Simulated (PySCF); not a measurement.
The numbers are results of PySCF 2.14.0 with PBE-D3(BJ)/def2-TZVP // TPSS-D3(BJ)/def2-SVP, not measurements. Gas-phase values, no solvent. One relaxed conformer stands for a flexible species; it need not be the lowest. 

Reference species: [Mo(F)6] (neutral, multiplicity 1).

* **charge on the central atom (Mulliken)**: 1.82 e
* **mean distance from the central atom to its bonded neighbours**: 1.840 Å
* **coordination number**: 6

Changed species: [Mo(F)(OH)5] (5 of 6 F replaced by OH; the reference has 0 of 6 F replaced by OH).

What does the change do to the charge on the central atom (Mulliken), mean distance from the central atom to its bonded neighbours and coordination number?

the charge on the central atom (Mulliken) falls by 0.33 e, to 1.49 e; the mean distance from the central atom to its bonded neighbours increases by 0.070 Å, to 1.910 Å; the coordination number is nearly the same.
